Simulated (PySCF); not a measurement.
# S³⁺ (sulfur, charge +3) across methods

[Ne] 3s2 3p1, 2P determinant. Computed with PySCF 2.14 in dyall-acv3z, with scalar relativity by spin-free X2C-1e.

```tsv
method	E (hartree)	mean ε 3s α (eV)	mean ε 3s β (eV)	mean ε 3p α (eV)	Σ⟨r²⟩ (bohr²)	⟨S²⟩
PBE0	-396.5569	-54.637	-52.813	-42.742	10.49	0.755
UHF	-396.16927	-59.492	-55.986	-47.053	10.60	0.762
r2SCAN	-396.6564	-53.129	-51.507	-41.598	10.52	0.757
LDA	-395.2942	-52.777	-51.493	-40.902	10.49	0.751
BLYP	-396.7287	-52.575	-51.295	-40.915	10.49	0.753
BHandHLYP	-396.7192	-56.402	-54.226	-44.237	10.52	0.755
revPBE	-396.6357	-52.680	-51.257	-41.092	10.49	0.754
```

(1) Estimate the same row for PBE.

Answers

(1) E (hartree) = -396.5291; mean ε 3s α (eV) = -52.717; mean ε 3s β (eV) = -51.332; mean ε 3p α (eV) = -41.073; Σ⟨r²⟩ (bohr²) = 10.49; ⟨S²⟩ = 0.753.
